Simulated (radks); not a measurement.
Results of a calculation; reference values are marked as such.
How relativity changes the ionisation of neutral hafnium ([Xe] 4f14 5d2 6s2) to Hf+ ([Xe] 4f14 5d1 6s2). Spin-unpolarised spherical Kohn-Sham, PBE, point nucleus unless stated (finite: rms radius 5.347 fm), a radial shooting solver on a logarithmic mesh with Libxc functionals. A level marked "c x" has the speed of light scaled by that factor and shares open shells by 2j + 1; other Dirac levels either fill j = l - 1/2 first or share by 2j + 1.

level                               E(Hf) (hartree)  E(Hf+) (hartree)  IE (eV)   HOMO  <r> HOMO (bohr)
non-rel.                                -14324.9721       -14324.6879    7.733     5d            2.346
scalar-rel.                             -15078.2171       -15077.9783    6.499     5d            2.514
scalar-rel., finite nucleus             -15076.1611       -15075.9222    6.501     5d            2.514
Dirac, 2j+1 shares                      -15097.6847       -15097.4458    6.500  5d5/2            2.572
Dirac, low j first                      -15097.7043       -15097.4583    6.695  5d3/2            2.463
Dirac, 2j+1 shares, finite nucleus      -15095.6111       -15095.3722    6.502  5d5/2            2.572
Dirac, c x 0.75                         -15911.8068       -15911.6028    5.552  5d5/2            2.826
Dirac, c x 0.85                         -15468.1001       -15467.8785    6.030  5d5/2            2.686
Dirac, c x 2                            -14497.7993       -14497.5264    7.424  5d5/2            2.395

NIST Atomic Spectra Database: 6.825 eV (measured). The relativistic part of the total energy of Hf is -770.6 hartree (Dirac, 2j+1 shares, finite nucleus), 5.4 % of the non-relativistic value. Spin polarisation and multiplet splitting of open shells are left out at every level.

Beside tabulated values, note that relativity, absent from the non-relativistic runs, is large for the heavy elements, and spin-unpolarised runs miss the spin-polarisation part of the exchange energy of open shells.
